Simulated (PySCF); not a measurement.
Input of a run (PBE0-D3(BJ)/def2-SVP geometry optimisation, gas phase (PySCF 2.14.0)), started from GFN2-xTB:
```
{"job": {"xc": "PBE0", "basis": "def2-SVP", "d3": "d3bj", "grid": 1, "maxiter": 40, "kind": "geom"}, "charge": 0, "multiplicity": 1}
B      0.091040     0.150920    -0.000430
H      1.259830     0.109070     0.015270
H     -0.490130     1.165750    -0.019120
Br    -0.860740    -1.425740     0.004280
```

Output (energies in Eh, forces in Eh/bohr):
```
step   0  E = -2599.54453328  max force = 0.018522
step   1  E = -2599.54658578  max force = 0.000596
step   2  E = -2599.54658729  max force = 0.000068
optimisation converged
```

**Question.** Summarise the run.

**Answer.** The energy falls by 5.4 kJ/mol over 3 energy and gradient evaluations, the largest force component goes from 0.0185 to 6.8e-05 Eh/bohr, and the atoms move by 0.034 Å rms after alignment. The bond that changes most is B1–Br4 (ends: boron bonded to Br and 2 H; bromine bonded to B), which lengthens by 0.049 Å. Bonds longer at the end by more than 0.005 Å: 3 of 3; shorter: 0. Among the angles that change most is H2–B1–H3, from 121.9° to 124.0°. The energy never rose by more than 1e-6 Eh on the way. The first step brought 100 % of the lowering.

**Question.** What are the final bond lengths?

**Answer.** B1–H2 1.202 Å, B1–H3 1.202 Å, B1–Br4 1.891 Å. Numbering counts from 1 in the input's order; the species is `[H]B([H])Br` (BH2Br).

The run used 56 basis functions and 17 SCF cycles in all. The run took 2.4 s of wall time on Arm Neoverse V2, one thread, on a shared host.

Not checked by PBE0-D3(BJ)/def2-SVP frequencies.
